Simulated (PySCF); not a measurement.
Ar⁺ (argon, charge +1) across methods

[Ne] 3s1 3p5 4s1, high-spin 4P determinant (an excited configuration). All numbers are calculated (PySCF 2.14, no relativity, point nucleus, in dyall-av3z (19s12p3d2f, 84 functions)).

```csv
method,E (hartree),mean ε 3p α (eV),mean ε 3p β (eV),mean ε 4s α (eV),Σ⟨r²⟩ (bohr²),⟨S²⟩
PBE,-525.6269,-29.010,-26.426,-8.424,30.99,3.752
UHF,-525.07196,-36.915,-30.917,-10.516,33.11,3.755
HSE06,-525.6606,-30.914,-27.624,-8.781,31.75,3.752
LDA,-524.2150,-29.340,-26.848,-8.711,31.84,3.751
PBE0,-525.6404,-31.298,-27.982,-9.108,31.63,3.752
LC-wPBE,-525.6586,-34.240,-31.152,-10.868,31.66,3.752
r2SCAN,-525.7656,-30.286,-27.135,-8.654,32.64,3.753
PW91,-525.8159,-29.017,-26.455,-8.442,30.82,3.752
```

The outer electron is Rydberg-like, and this basis confines it to a smaller radius and binds it less than a complete one would.
